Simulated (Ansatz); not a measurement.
Cost and result up the ladder for the cluster Bi₃ (3 atoms). Charge 0, multiplicity 2. Geometry: PBE0-D4/def2-SVP.

```
atom   x (Å)   y (Å)   z (Å)
 Bi1  -0.015  -0.009   0.008
 Bi2   1.331  -2.363   0.011
 Bi3  -1.316   2.372  -0.019
```

Ansatz on 4 threads of Arm Neoverse V1 on a shared host. Times are rough, and most runs start from the orbitals of an earlier one. No level here is sound enough to serve as a yardstick. Binding counts from free atoms at the same level (Bi quartet; other spins of the atoms weren't run), without zero-point energy or a counterpoise term.

In the def2 sets Bi takes a core potential; there is no spin–orbit coupling. HOMO above LUMO, or a gap near zero within one spin, warns that the state may not be the lowest or that an electron is smeared out. Another isomer (doublet) lies 1.81 eV lower at PBE0-D4/def2-TZVP; other spin states weren't run for this one.

Run but left out: ωB97M-V/def2-TZVP, CCSD(T)/def2-SVP (⟨S²⟩ 1.16 to 2.04, where a pure state has 0.75).

```csv
level,functions,wall time,binding energy per atom (eV),remarks
PBE0-D4/def2-TZVP,150,10 s,0.89,spin-contaminated (⟨S²⟩ 0.89)
PBE-D4/def2-TZVP (with forces),150,12 s,1.19,gap within one spin near zero
r2SCAN-D4/def2-TZVP,150,32 s,0.85,spin-contaminated (⟨S²⟩ 0.90)
r2SCANh-D4/def2-TZVP,150,78 s,0.77,spin-contaminated (⟨S²⟩ 0.94)
```
